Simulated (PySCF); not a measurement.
fluoromethane (CH3F), singlet, at a GFN2-xTB geometry, atoms displaced at random by about 0.05 Å a coordinate; PySCF with B3LYP/6-31G*.

PySCF was given this input:
```python
from pyscf import gto, scf, dft
from pyscf.geomopt import geometric_solver

mol = gto.Mole()
mol.atom = '''
    C    -0.669630    0.110374    0.062290
    F     0.685873   -0.252326   -0.059792
    H    -0.866792   -0.089195    1.033920
    H    -0.792532    1.135433   -0.223300
    H    -1.098399   -0.594407   -0.570711
'''
mol.basis = '6-31g*'
mol.charge = 0
mol.spin = 0
mol.verbose = 3
mol.build()

def method(m):
    mf = dft.RKS(m)
    mf.xc = 'b3lyp'
    return mf

conv, mol_eq = geometric_solver.kernel(method(mol), maxsteps=100, convergence_set='GAU_VERYTIGHT')
print('optimisation converged:', conv)
print(mol_eq.tostring(format='xyz'))
mf = method(mol_eq)
mf.kernel()
```

### Question
Write the output that PySCF gives for this input, abridged.

### Answer

```
Custom engine selected.
Bonds will be generated from interatomic distances less than 1.20 times sum of covalent radii
15 internal coordinates being used (instead of 15 Cartesians)
Internal coordinate system (atoms numbered from 1):
Distance 1-2
Distance 1-3
Distance 1-4
Distance 1-5
Angle 2-1-3
Angle 2-1-4
Angle 2-1-5
Angle 3-1-4
Angle 3-1-5
Angle 4-1-5
Translation-X 1-5
Translation-Y 1-5
Translation-Z 1-5
Rotation-A 1-5
Rotation-B 1-5
Rotation-C 1-5
<class 'geometric.internal.Distance'> : 4
<class 'geometric.internal.Angle'> : 6
<class 'geometric.internal.TranslationX'> : 1
<class 'geometric.internal.TranslationY'> : 1
<class 'geometric.internal.TranslationZ'> : 1
<class 'geometric.internal.RotationA'> : 1
<class 'geometric.internal.RotationB'> : 1
<class 'geometric.internal.RotationC'> : 1
> ===== Optimization Info: ====
> Job type: Energy minimization
> Maximum number of optimization cycles: 100
> Initial / maximum trust radius (Angstrom): 0.100 / 0.300
> Convergence Criteria:
> Will converge when all 5 criteria are reached:
>  |Delta-E| < 1.00e-06
>  RMS-Grad  < 1.00e-06
>  Max-Grad  < 2.00e-06
>  RMS-Disp  < 4.00e-06
>  Max-Disp  < 6.00e-06
> === End Optimization Info ===

Geometry optimization cycle 1
Cartesian coordinates (Angstrom)
 Atom        New coordinates             dX        dY        dZ
   C  -0.669630   0.110374   0.062290    0.000000  0.000000  0.000000
   F   0.685873  -0.252326  -0.059792    0.000000  0.000000  0.000000
   H  -0.866792  -0.089195   1.033920    0.000000  0.000000  0.000000
   H  -0.792532   1.135433  -0.223300    0.000000  0.000000  0.000000
   H  -1.098399  -0.594407  -0.570711    0.000000  0.000000  0.000000

WARN: Mole.unit (angstrom) is changed to Bohr

converged SCF energy = -139.718631972368
--------------- RKS_Scanner gradients ---------------
         x                y                z
0 C    -0.0603334447     0.0017655218     0.0352025472
1 F    -0.0108968245    -0.0101364603     0.0009000418
2 H     0.0276139317     0.0050742715    -0.0651733873
3 H     0.0069355730    -0.0134416122     0.0041593973
4 H     0.0366357288     0.0167494542     0.0248509268
----------------------------------------------
cycle 1: E = -139.718631972  dE = -139.719  norm(grad) = 0.11237
Step    0 : Gradient = 5.025e-02/7.096e-02 (rms/max) Energy = -139.7186319724
[...]
Geometry optimization cycle 2
Cartesian coordinates (Angstrom)
 Atom        New coordinates             dX        dY        dZ
   C  -0.608997   0.066639   0.053653    0.060633 -0.043735 -0.008637
   F   0.777794  -0.203040  -0.067967    0.091921  0.049286 -0.008175
   H  -0.929853  -0.078063   1.086440   -0.063061  0.011132  0.052520
   H  -0.779298   1.107785  -0.229251    0.013234 -0.027648 -0.005951
   H  -1.198743  -0.584033  -0.597268   -0.100344  0.010374 -0.026557
converged SCF energy = -139.730917917278
--------------- RKS_Scanner gradients ---------------
         x                y                z
0 C    -0.0184343735    -0.0016506920     0.0018334573
1 F     0.0234288687    -0.0010027740    -0.0017386089
2 H    -0.0020532564     0.0015077032    -0.0032088387
3 H     0.0004871917    -0.0017519101     0.0008189898
4 H    -0.0034717865     0.0028890878     0.0022876435
----------------------------------------------
cycle 2: E = -139.730917917  dE = -0.0122859  norm(grad) = 0.0307449
Step    1 : Displace = 8.405e-02/1.054e-01 (rms/max) Trust = 1.000e-01 (=) Grad = 1.375e-02/2.351e-02 (rms/max) E (change) = -139.7309179173 (-1.229e-02) Quality = 0.851
[...]
Geometry optimization cycle 3
Cartesian coordinates (Angstrom)
 Atom        New coordinates             dX        dY        dZ
   C  -0.607747   0.074610   0.054588    0.001250  0.007971  0.000935
   F   0.750275  -0.210759  -0.066754   -0.027519 -0.007720  0.001213
   H  -0.918555  -0.080996   1.095866    0.011298 -0.002932  0.009426
   H  -0.782088   1.117621  -0.232782   -0.002790  0.009836 -0.003531
   H  -1.178766  -0.590801  -0.604800    0.019976 -0.006767 -0.007532
[...]
converged SCF energy = -139.731945379951
Step   91 : Displace = 3.910e-07/5.117e-07 (rms/max) Trust = 4.000e-07 (=) Grad = 4.322e-06/6.387e-06 (rms/max) E (change) = -139.7319453800 (+6.486e-11) Quality = -0.106
converged SCF energy = -139.731945379777
Step   92 : Displace = 3.893e-07/5.227e-07 (rms/max) Trust = 4.000e-07 (=) Grad = 4.392e-06/6.379e-06 (rms/max) E (change) = -139.7319453798 (+1.744e-10) Quality = -0.140
converged SCF energy = -139.731945379513
Step   93 : Displace = 3.954e-07/5.972e-07 (rms/max) Trust = 4.000e-07 (=) Grad = 4.512e-06/6.417e-06 (rms/max) E (change) = -139.7319453795 (+2.635e-10) Quality = -0.344
converged SCF energy = -139.731945379078
Step   94 : Displace = 4.005e-07/6.939e-07 (rms/max) Trust = 4.000e-07 (=) Grad = 4.340e-06/6.455e-06 (rms/max) E (change) = -139.7319453791 (+4.347e-10) Quality = -0.091
converged SCF energy = -139.731945378756
Step   95 : Displace = 4.223e-07/6.057e-07 (rms/max) Trust = 4.000e-07 (=) Grad = 4.340e-06/6.420e-06 (rms/max) E (change) = -139.7319453788 (+3.226e-10) Quality = -0.166
converged SCF energy = -139.73194537844
Step   96 : Displace = 3.882e-07/4.803e-07 (rms/max) Trust = 4.000e-07 (=) Grad = 4.615e-06/6.476e-06 (rms/max) E (change) = -139.7319453784 (+3.160e-10) Quality = -0.284
converged SCF energy = -139.731945377646
Step   97 : Displace = 3.996e-07/6.650e-07 (rms/max) Trust = 4.000e-07 (=) Grad = 4.358e-06/6.422e-06 (rms/max) E (change) = -139.7319453776 (+7.935e-10) Quality = -0.117
[...]
   F   0.824190  -0.163385   0.052797   -0.000006 -0.000039  0.000018
   H  -0.923916  -0.072393   1.085523   -0.000018  0.000016 -0.000005
   H  -0.731715   1.110456  -0.242850    0.000035  0.000007 -0.000006
   H  -1.041896  -0.611444  -0.616305   -0.000011  0.000015 -0.000006
converged SCF energy = -139.731945377401
--------------- RKS_Scanner gradients ---------------
         x                y                z
0 C    -0.0000020241    -0.0000027395     0.0000004058
1 F     0.0000004257     0.0000214943    -0.0000082370
2 H     0.0000002593     0.0000023474    -0.0000010883
3 H    -0.0000091863     0.0000040843    -0.0000009534
4 H    -0.0000006225     0.0000026569    -0.0000014504
----------------------------------------------
cycle 99: E = -139.731945377  dE = 2.45194e-10  norm(grad) = 2.56922e-05
Step   98 : Displace = 3.824e-07/5.310e-07 (rms/max) Trust = 4.000e-07 (=) Grad = 4.412e-06/6.464e-06 (rms/max) E (change) = -139.7319453774 (+2.452e-10) Quality = -0.227
[...]
Geometry optimization cycle 100
Cartesian coordinates (Angstrom)
 Atom        New coordinates             dX        dY        dZ
   C  -0.537010   0.077989   0.070692    0.000001  0.000004 -0.000002
   F   0.824174  -0.163481   0.052841   -0.000016 -0.000097  0.000044
   H  -0.923960  -0.072354   1.085509   -0.000044  0.000039 -0.000013
   H  -0.731628   1.110472  -0.242865    0.000087  0.000017 -0.000015
   H  -1.041924  -0.611407  -0.616319   -0.000028  0.000036 -0.000014
converged SCF energy = -139.731945377013
--------------- RKS_Scanner gradients ---------------
         x                y                z
0 C    -0.0000036816    -0.0000025773     0.0000004868
1 F     0.0000011571     0.0000214017    -0.0000082352
2 H     0.0000006044     0.0000022958    -0.0000011401
3 H    -0.0000088846     0.0000041507    -0.0000009929
4 H    -0.0000002804     0.0000026080    -0.0000014377
----------------------------------------------
cycle 100: E = -139.731945377  dE = 3.88042e-10  norm(grad) = 2.57033e-05
Step   99 : Displace = 3.628e-07/4.954e-07 (rms/max) Trust = 4.000e-07 (=) Grad = 4.357e-06/6.504e-06 (rms/max) E (change) = -139.7319453770 (+3.880e-10) Quality = -0.133
Eigenvalues below 1.0000e-05 (-4.1879e-04) - returning guess
[...]
Geometry optimization cycle 101
Cartesian coordinates (Angstrom)
 Atom        New coordinates             dX        dY        dZ
   C  -0.537008   0.077999   0.070687    0.000001  0.000010 -0.000005
   F   0.824133  -0.163715   0.052949   -0.000041 -0.000234  0.000107
   H  -0.924065  -0.072258   1.085477   -0.000105  0.000096 -0.000033
   H  -0.731416   1.110512  -0.242902    0.000212  0.000039 -0.000037
   H  -1.041991  -0.611318  -0.616352   -0.000067  0.000089 -0.000033
converged SCF energy = -139.73194537588
--------------- RKS_Scanner gradients ---------------
         x                y                z
0 C    -0.0000043414    -0.0000016213     0.0000001105
1 F     0.0000010500     0.0000214433    -0.0000081745
2 H     0.0000009019     0.0000022012    -0.0000011492
3 H    -0.0000085986     0.0000033513    -0.0000007569
4 H     0.0000000568     0.0000025901    -0.0000013389
----------------------------------------------
cycle 101: E = -139.731945376  dE = 1.13258e-09  norm(grad) = 2.5504e-05
Step  100 : Displace = 4.341e-07/6.544e-07 (rms/max) Trust = 4.000e-07 (=) Grad = 4.382e-06/6.393e-06 (rms/max) E (change) = -139.7319453759 (+1.133e-09) Quality = -0.319
[...]
Maximum iterations reached (100); increase --maxiter for more
Geometry optimization failed to converge in 100 iterations
optimisation converged: False
5
XYZ from PySCF
C          -0.53700830        0.07799944        0.07068703
F           0.82413329       -0.16371540        0.05294853
H          -0.92406492       -0.07225816        1.08547660
H          -0.73141611        1.11051153       -0.24290208
H          -1.04199125       -0.61131836       -0.61635198
converged SCF energy = -139.731945375886
```

The run did not converge; its last values are not results.
